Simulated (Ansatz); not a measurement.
Calculated with Ansatz (gas phase, PBE0-D4/def2-TZVP geometries, no zero-point term in ΔE). CCSD(T)/CBS adds triple-zeta CCSD(T) − MP2 to the extrapolated MP2 energy (def2 sets, frozen cores). This one scheme is used for every species, atoms too. DFT in def2-TZVPP. Open shells (•) are unrestricted, without spin–orbit coupling. Spin–orbit coupling would lower the free atoms: a little for C, Si. Each species was taken in one conformer, which may not be the lowest.

bis(tert-butylamino)silane → 8 C• + 22 H• + 2 N• + Si•  (atomization)

`CC(C)(C)N[SiH2]NC(C)(C)C`:

Z-matrix (Å, degrees):
```
C
C 1 1.530
H 1 1.093 2 110.6
H 1 1.094 2 111.4 3 -120.2
H 1 1.093 2 110.6 3 119.4
C 2 1.525 1 109.4 3 60.4
C 2 1.524 1 109.6 3 180.0
N 2 1.462 1 111.1 3 -58.4
H 6 1.093 2 111.0 1 58.7
H 6 1.095 2 110.7 1 -60.9
H 6 1.092 2 110.4 1 179.3
H 7 1.092 2 110.0 1 -62.4
H 7 1.092 2 110.6 1 177.6
H 7 1.092 2 111.7 1 57.3
Si 8 1.721 2 129.6 1 -73.1
H 8 1.012 2 111.0 1 74.1
N 15 1.720 8 103.1 2 -168.3
H 15 1.493 8 116.3 2 74.0
H 15 1.493 8 107.8 2 -44.6
C 17 1.462 15 129.6 8 -169.4
H 17 1.012 15 112.1 8 43.5
C 20 1.525 17 107.7 15 165.1
C 20 1.523 17 110.0 15 46.3
C 20 1.530 17 111.0 15 -75.1
H 22 1.093 20 111.0 17 179.4
H 22 1.092 20 110.4 17 -60.0
H 22 1.095 20 110.7 17 59.8
H 23 1.092 20 111.7 17 -65.1
H 23 1.092 20 110.0 17 175.3
H 23 1.092 20 110.6 17 55.3
H 24 1.094 20 111.4 17 -178.7
H 24 1.093 20 110.6 17 60.9
H 24 1.093 20 110.6 17 -58.5
```

CCSD(T)/CBS gives +132.91 eV.

Question: Another level gave +132.36 eV. Which?
A. LDA (SPW92)/def2-TZVPP
B. BLYP-D4/def2-TZVPP
C. r2SCAN0-D4/def2-TZVPP
D. PBE-QIDH/def2-TZVPP

Answer: B. BLYP-D4 132.36, PBE-QIDH 132.44, LDA (SPW92) 150.73, r2SCAN0-D4 131.71 eV.

Largest T1 diagnostic among the species: 0.012.

From PBE to PBE0 (25 % exact exchange), in def2-TZVPP and without D4, ΔE moves by −1.38 eV: exact exchange takes away binding that semilocal exchange gives to molecules. The D4 term adds +1.43 eV with B3LYP and +0.78 eV with PBE0; it sums over pairs of atoms, weighted by their polarisabilities, and B3LYP, whose exchange is more repulsive, gets the larger term. Leaving LDA and LC-ωPBE aside and taking each functional with its dispersion term where it has one, the values, not all of them listed here, spread over 4.84 eV, from BHLYP-D4 to PBE-D4. LDA lies +16.62 eV from PBE without D4, its usual overbinding.

B3LYP here is the variant with VWN-RPA as its local correlation; programs differ in this.

For atomizations the MP2-based limit and the directly extrapolated one differ by several kJ/mol either way, and by 10 to 25 for some Ge, Se and Sn compounds, so smaller differences from it don't rank the levels.
